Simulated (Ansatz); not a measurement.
A single point on C₂H₇BClN, SMILES `CB(N)CCl`.

```yaml
crystal:
  periodic: [false, false, false]
  atoms:
    - {symbol: C, position_ang: [-1.451708, 0.314320, 0.158503]}
    - {symbol: B, position_ang: [0.007190, -0.215409, -0.078043]}
    - {symbol: N, position_ang: [0.252686, -1.352593, -0.844265]}
    - {symbol: C, position_ang: [1.254375, 0.527892, 0.569877]}
    - {symbol: Cl, position_ang: [1.454456, 2.114664, -0.250624]}
    - {symbol: H, position_ang: [-1.519721, 1.379895, -0.078473]}
    - {symbol: H, position_ang: [-2.213793, -0.212577, -0.420859]}
    - {symbol: H, position_ang: [-1.718714, 0.223206, 1.217676]}
    - {symbol: H, position_ang: [1.174290, -1.715649, -1.019397]}
    - {symbol: H, position_ang: [-0.478160, -1.870442, -1.302106]}
    - {symbol: H, position_ang: [1.113045, 0.749432, 1.628719]}
    - {symbol: H, position_ang: [2.202955, 0.002061, 0.452893]}
basis:
  gaussian: {orbitals: def2-QZVPP}
correlation: {method: mp2}
```

```sh
$ ansatz run in.yaml --threads 4 --pin off --events-out ev --progress --plain --max-ram 10444MiB
```

Shortened log:

```
Functional definition: HF
3011 factors; integrals over basis functions are off by at most 8.2e-4 eV
mean field evaluation 1: about -16828.5200 eV, gradient 4.3e1 eV
mean field evaluation 2: about -16828.6431 eV, gradient 4.3e1 eV
mean field evaluation 4: about -16833.0616 eV, gradient 4.0e0 eV
mean field evaluation 8: about -16833.1210 eV, gradient 2.3e-1 eV
mean field -16833.12127516 eV, -618.6057969629 hartree, gradient 2.0e-6 eV, S^2 0.000000; 0 other end points of the search recorded, 0 dependent functions left out
9 core orbitals not correlated: weight in the atoms' cores, before any rotation towards them, 1.000 or more for the frozen orbitals, at most 0.000 for the correlated occupied ones
reference -16833.12127516 eV, -618.6057969629 hartree; 15, 15 occupied and 484, 484 virtual orbitals, 3011 factors
second order -24.96663203 eV of doubles, -0.00000000 eV of singles
Total energy: -16858.08790719 eV, -619.5233037668 hartree
```

Run time 19 s (4 threads of an Intel Xeon 6975P-C on a shared host); peak host memory 3.5 GiB.
